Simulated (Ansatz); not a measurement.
CH6SeSn (SMILES [CH3][SnH2][SeH]): the vertical energy of the triplet above the singlet from total energies

The species is CH6SeSn (9 atoms), meant as a singlet with charge 0. SMILES: `[CH3][SnH2][SeH]`. Geometry: relaxed at PBE0-D4/def2-TZVP. This is one conformer, not always the lowest.

Both states at this one shape; open shells run unrestricted unless said. 1 Eh = 27.2114 eV.

```
                         level  program  singlet CH6SeSn (Eh)  triplet CH6SeSn (Eh)
  HF/def2-SVP (core potential)   Ansatz          -2654.235120          -2654.054628
PBE0/def2-SVP (core potential)   Ansatz          -2656.917704          -2656.740968
```

Q: Work out the vertical gap, second state less first, at each level.

A: 
1. HF/def2-SVP (core potential): -2654.054628 − (-2654.235120) = 0.180492 Eh = 4.91 eV.
2. PBE0/def2-SVP (core potential): -2656.740968 − (-2656.917704) = 0.176736 Eh = 4.81 eV.

No measured value is set beside it here; the levels span 4.81 to 4.91 eV. Spin-orbit coupling is left out.
